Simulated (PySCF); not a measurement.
**Nuclear repulsion and electron count by hand**

System: Br3Ti (SMILES [Br][Ti]([Br])[Br]), doublet, geometry from GFN2-xTB (such geometries of metal compounds can be far from the true shape) (the multiplicity is a formal guess). Level: PBE/STO-3G (PySCF). Sums are taken with unrounded values, so a last digit can differ.

Coordinates (Å):

```
atom         x         y         z
----  --------  --------  --------
Ti1   -0.27794   0.25663   0.50992
Br2   -1.66331  -1.44720  -0.34393
Br3    0.03284   1.93020  -1.11916
Br4    1.80517  -0.64431   1.14257
```

Question: Work out the nuclear repulsion energy and the numbers of alpha and beta electrons.

Answer: In atomic units each pair adds Z_i Z_j / r_ij, with r in bohr (1 bohr = 0.529177 Å).
| pair | r (Å) | r (bohr) | Z_i Z_j | term (Eh) |
|---|---|---|---|---|
| Ti1-Br2 | 2.3561 | 4.4524 | 770 | 172.9396 |
| Ti1-Br3 | 2.3561 | 4.4524 | 770 | 172.9395 |
| Ti1-Br4 | 2.3561 | 4.4524 | 770 | 172.9395 |
| Br2-Br3 | 3.8581 | 7.2907 | 1225 | 168.0225 |
| Br2-Br4 | 3.8581 | 7.2907 | 1225 | 168.0226 |
| Br3-Br4 | 3.8581 | 7.2907 | 1225 | 168.0226 |
The sum is 1022.8862 Eh; PySCF gives 1022.8862 Eh. The atomic numbers add up to 127, so at charge +0 there are 127 electrons; multiplicity 2 means 1 unpaired, so 64 alpha and 63 beta.
